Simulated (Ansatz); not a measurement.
What each rung costs, and what it gives

Saddle point of SiNH$_{8}$OF, singlet (SiNH₅ ([NH2][SiH3]) + H₂O + HF → SiNH₅O ([NH2][SiH2][OH]) + HF + H₂; bonds formed: Si1–O7, H2–H8, H6–F9; bonds broken: Si1–H2, H6–O7, H8–F9), PBE0-D4/def2-TZVP structure:

```
atom    x (Å)    y (Å)    z (Å)
 Si1  -0.4736  -0.6303   0.2784
  H2   0.7938   0.2706   1.0445
  H3  -1.4554  -1.3384  -0.6314
  H4  -0.1280  -1.7044   1.2430
  N5  -1.4355   0.7393   0.5830
  H6   1.4759   0.0686  -1.0165
  O7   0.7381  -0.6735  -1.0996
  H8   1.5071   0.7311   0.4602
  F9   2.1955   1.0269  -0.3751
 H10  -1.1549   1.5020   1.1746
 H11  -2.4035   0.7655   0.3101
 H12   0.3406  -0.7573  -1.9713
```

Barriers are electronic and count from the start structure reached by relaxing down the imaginary mode.

Computed with Ansatz 0.2.0 (basis: as named in each row); correlated methods freeze the cores. B3LYP uses VWN-RPA correlation. Extrapolation: Hartree–Fock as exp(−7.88 √X), correlation as X^−2.97.

Times are rough, for one single point on 4 threads of a shared host (Arm Neoverse V1).

The estimate by CCSD(T) at an estimated basis limit (MP2 extrapolated from triple and quadruple zeta, plus CCSD(T) − MP2 in triple zeta) is 0.995 eV.

```
      method       basis  time (s)  barrier (eV)  method less estimate
          HF      STO-3G   under 1         1.925                 0.929
      PBE-D4      STO-3G   under 1        -0.932                -1.927
       SPW92    def2-SVP   under 1        -0.125                -1.120
    B3LYP-D4       6-31G   under 1         0.606                -0.390
      PBE-D4    def2-SVP   under 1         0.441                -0.554
     PBE0-D4    def2-SVP   under 1         0.659                -0.337
       SPW92  def2-TZVPP         1         0.067                -0.928
      PBE-D4  def2-TZVPP         2         0.602                -0.394
     BLYP-D4  def2-TZVPP         2         0.782                -0.214
    BHLYP-D4  def2-TZVPP         2         1.060                 0.065
    B3LYP-D4  def2-TZVPP         2         0.879                -0.116
     PBE0-D4  def2-TZVPP         2         0.760                -0.235
CAM-B3LYP-D4  def2-TZVPP         2         0.844                -0.151
     wB97M-V    def2-SVP         3         0.743                -0.252
   r2SCAN-D4  def2-TZVPP         3         0.649                -0.347
  r2SCAN0-D4  def2-TZVPP         4         0.781                -0.215
     CCSD(T)    def2-SVP         4         1.088                 0.093
      B2PLYP  def2-TZVPP         4         0.946                -0.050
  RPA on PBE  def2-TZVPP         4         1.013                 0.017
    PBE-QIDH  def2-TZVPP         4         0.876                -0.119
     wB97X-V  def2-TZVPP         6         0.912                -0.084
     wB97M-V  def2-TZVPP         6         0.891                -0.104
      B97M-V  def2-TZVPP         7         0.805                -0.190
         MP2  def2-QZVPP        19         0.919                -0.077
     CCSD(T)  def2-TZVPP       130         0.999                 0.004
```

All methods are single points on the PBE0-D4 structures; a negative value means that the method puts the saddle structure below the start.

The T1 diagnostic stays at or below 0.012.

Labels in which every atom is bracketed show which atoms are joined, not bond orders.
